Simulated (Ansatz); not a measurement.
`B[CH]([InH2])I`. Total charge 0; spin multiplicity 1. In, I: def2 effective core potential.

Cartesian coordinates in Å:
```
B 0.832 1.311 0.191
C 0.638 -0.180 -0.183
In -1.058 -1.370 0.470
I -0.376 0.740 -1.933
H 1.851 1.875 -0.094
H -0.010 1.876 0.829
H 1.476 -0.702 -0.643
H -1.130 -3.004 -0.060
H -2.223 -0.546 1.423
```

Q: List the harmonic frequencies (cm⁻¹, unscaled) at PBE0-D4/def2-TZVP in Ansatz. (An estimate is asked.)

A: Computed: 61, 150, 171, 220, 373, 443, 475, 519, 523, 587, 831, 951, 1007, 1039, 1126, 1230, 1829, 1846, 2562, 2648, 3141.

Q: Is this a minimum?

A: Yes, all 21 modes are real.

Q: Give the ideal-gas thermochemistry at 298.15 K and 1 bar (rigid rotor, harmonic oscillator; point group C1, symmetry number 1).

A: Zero-point energy 130.0 kJ/mol; H(298) − E = 151.1 kJ/mol; entropy 369.4 J/(mol·K), of which translation 178.7, rotation 122.4, vibration 68.4; G(298) − E = 40.9 kJ/mol. Modes under 100 cm⁻¹ are hindered rotations or soft bends, so the harmonic entropy is rough.
